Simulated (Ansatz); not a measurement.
`[F][Sn][SH]` → F• + H• + S• + Sn•  (atomization)

Isolated molecules relaxed with PBE0-D4/def2-TZVP in Ansatz; ΔE leaves out vibrations. CCSD(T)/CBS adds triple-zeta CCSD(T) − MP2 to the extrapolated MP2 energy (def2 sets, frozen cores). This one scheme is used for every species, atoms too. DFT in def2-TZVPP. HSE06 is defined as in plane-wave codes. No spin–orbit coupling; open shells (•) take unrestricted orbitals. Spin–orbit coupling would lower the free atoms: a little for F, S; strongly for Sn. Elements past krypton have def2 core potentials. Bonds to Sn are less sure, by a few kJ/mol each and by 10 to 20 or more in all where they break to atoms, as the def2 sets lack core-valence functions. One conformer a species, not always the lowest.

```
    level  ΔE (kJ/mol)
revPBE-D4       1180.6
 HSE06-D4       1165.5
```

Question: What does CCSD(T)/CBS give? (An estimate is asked.)

Answer: The calculation gave: +1195.9 kJ/mol. The listed levels differ from it by -15.3, -30.4 kJ/mol.

Largest T1 diagnostic among the species: 0.016.

From BLYP to BHLYP (50 % exact exchange), in def2-TZVPP and without D4, ΔE moves by −86.9 kJ/mol: exact exchange takes away binding that semilocal exchange gives to molecules. The D4 term adds +15.3 kJ/mol with B3LYP and +7.7 kJ/mol with PBE0; it sums over pairs of atoms, weighted by their polarisabilities, and B3LYP, whose exchange is more repulsive, gets the larger term.

B3LYP here is the variant with VWN-RPA as its local correlation; programs differ in this.

For atomizations the MP2-based limit and the directly extrapolated one differ by several kJ/mol either way, and by 10 to 25 for some Ge, Se and Sn compounds, so smaller differences from it don't rank the levels.
